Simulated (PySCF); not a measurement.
Molecule: `CS[SiH2]N([SiH3])[SiH3]`, CH11NSSi3.

Cartesian coordinates in Å; atom numbers follow the order of the lines, from 1:
```xyz
17

C     2.360    0.459    0.644
S     1.608    1.834   -0.286
Si   -0.005    0.786   -1.215
N    -1.009    0.029    0.001
Si   -1.250   -1.709   -0.006
Si   -1.627    1.040    1.304
H     1.608   -0.062    1.254
H     3.113    0.899    1.311
H     2.853   -0.256   -0.029
H    -0.723    1.830   -1.999
H     0.471   -0.313   -2.110
H    -2.098   -2.153   -1.154
H     0.060   -2.424   -0.096
H    -1.924   -2.082    1.274
H    -2.963    0.526    1.727
H    -0.724    1.035    2.496
H    -1.764    2.437    0.799
```

Geometry PBE0-D3(BJ)/def2-SVP throughout; GIAO in PySCF, gas phase, one conformer, non-relativistic; equivalent atoms averaged; functional PBE0.

Task: How do the absolute shieldings σ depend on the basis set? (ppm; last column core-seconds on 1 thread of an Arm Neoverse V1, shared host)

Result: 
```tsv
basis set	functions	C1	S2	Si3	Si5/Si6	N4	H10/H11	H12/H13/H14/H15/H16/H17	H7/H8/H9	core-s
STO-3G	57	213.5	851.6	527.1	561.3	414.4	30.51	30.64	32.12	6.4
6-31G	92	186.6	715.0	423.3	459.8	294.4	27.45	27.83	30.61	13
pcSseg-0	92	179.3	724.0	376.4	420.6	312.3	27.36	27.85	31.15	10
6-31G*	122	182.9	687.9	407.5	434.4	272.4	26.54	27.00	30.06	17
def2-SVP	155	182.4	709.5	428.9	457.3	274.5	26.07	26.62	29.58	21
cc-pVDZ	155	184.0	696.3	429.5	458.0	277.0	26.02	26.56	29.34	24
pcSseg-1	185	172.1	653.6	364.3	395.8	271.4	26.06	26.57	29.28	31
aug-cc-pVDZ	253	182.5	695.2	424.0	454.4	275.2	25.93	26.49	29.31	51
6-311+G(2d,p)	260	174.2	642.3	357.9	389.1	262.0	25.98	26.49	29.40	48
def2-TZVP	276	174.8	632.8	347.2	377.5	260.0	25.94	26.47	29.51	55
```

Task: Which nucleus moves most, in ppm?

Result: S2 (sulfur bonded to C, Si): from 632.8 ppm with def2-TZVP to 851.6 ppm with STO-3G. The smallest spread is 2.84 ppm, at H7/H8/H9. Proton shifts span only some 12 ppm, so a few tenths of a ppm matter as much there as several ppm in carbon.

Task: Taking the largest basis, def2-TZVP (276 functions), as the yardstick, rank the others by their worst heavy-atom deviation.

Result: 6-311+G(2d,p) 11.5 ppm (260 functions), pcSseg-1 20.8 ppm (185 functions), 6-31G* 60.3 ppm (122 functions), aug-cc-pVDZ 76.9 ppm (253 functions), def2-SVP 81.7 ppm (155 functions), cc-pVDZ 82.2 ppm (155 functions), 6-31G 82.2 ppm (92 functions), pcSseg-0 91.2 ppm (92 functions), STO-3G 218.8 ppm (57 functions).

A small basis that lands close on one nucleus may do so by chance; judge by the trend and by all nuclei.
